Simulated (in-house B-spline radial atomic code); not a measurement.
# Se⁶⁺: 2s2 2p6 3s2 3p6 3d10 4s2 (with a hole in an inner shell)

Computed with a B-spline radial code for spherical atoms: Dirac-Hartree-Fock, average of configuration, Fermi nucleus of rms radius 4.14 fm.

Z_r = [3n² - l(l+1)]/(2<r>); Z_e = n√(-2ε); the last column is Slater's effective charge. Values are occupation-weighted means over j.

```
shell  electrons   ε (eV)  <r> (bohr)    Z_r    Z_e  Slater
   2s          2  -1975.5      0.1875  32.00  24.10   31.55
   2p          6  -1809.6      0.1613  30.99  23.07   31.55
   3s          2  -385.13      0.5369  25.15  15.96   24.75
   3p          6  -319.14      0.5395  23.17  14.53   24.75
   3d         10  -195.85      0.5425  19.35  11.38   14.85
   4s          2   -105.4       1.407  17.05  11.13   10.35
```

The least bound orbital is 4s1/2 at -105.4 eV, and it is also the most diffuse (<r> = 1.407 bohr).

Spin-orbit splittings of the orbital energies (j = l + 1/2 above j = l - 1/2 when positive): 2p 51.44 eV, 3p 7.948 eV, 3d 1.414 eV.
